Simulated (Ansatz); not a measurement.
Level of theory: frozen-core CCSD(T)/cc-pVTZ // B3LYP-D3(BJ)/def2-TZVP (Ansatz, a quantum-chemistry and plane-wave program).

Ansatz 0.2 input:
```yaml
crystal:
  periodic: [false, false, false]
  atoms:
    - { symbol: Br, position_ang: [-1.882519, -1.202267, -0.149061] }
    - { symbol: Al, position_ang: [-0.000118, 0.000001, 0.000518] }
    - { symbol: Br, position_ang: [1.979018, -1.034247, 0.158521] }
    - { symbol: Br, position_ang: [-0.096381, 2.236513, -0.009977] }
basis:
  gaussian: { orbitals: cc-pVTZ }
correlation:
  method: ccsd_t
```

Output:

```
Functional definition: HF
1066 factors; integrals over basis functions are off by at most 1.0e-3 eV
mean field evaluation 1: about -216589.0410 eV, gradient 1.7e1 eV
mean field evaluation 2: about -216589.0908 eV, gradient 1.7e1 eV
mean field evaluation 4: about -216590.1534 eV, gradient 1.5e0 eV
mean field evaluation 8: about -216590.1695 eV, gradient 1.7e-5 eV
mean field evaluation 16: about -216590.0731 eV, gradient 1.5e0 eV
mean field -216590.16948061 eV, -7959.5419183225 hartree, gradient 1.3e-6 eV, S^2 0.000000; 0 other end points of the search recorded, 0 dependent functions left out
32 core orbitals not correlated
reference -216590.16948061 eV, -7959.5419183225 hartree; 27, 27 occupied and 104, 104 virtual orbitals, 1066 factors
second order -19.91576634 eV of doubles, -0.00000000 eV of singles
cycle   1  -20.17716440 eV  change   -2.6e-1 eV  update   8.3e-2
cycle   2  -20.60097261 eV  change   -4.2e-1 eV  update   2.1e-2
cycle   3  -20.65728572 eV  change   -5.6e-2 eV  update   1.1e-2
cycle   4  -20.64273866 eV  change    1.5e-2 eV  update   2.7e-3
cycle   5  -20.64330648 eV  change   -5.7e-4 eV  update   1.0e-3
cycle   6  -20.64317174 eV  change    1.3e-4 eV  update   2.4e-4
cycle   7  -20.64302729 eV  change    1.4e-4 eV  update   7.6e-5
cycle   8  -20.64306753 eV  change   -4.0e-5 eV  update   2.3e-5
perturbative correction -0.81733459 eV, -0.0300364920 hartree
Total energy: -216611.62988272 eV, -7960.3305735537 hartree
```

Cost: very roughly 3 core-minutes.
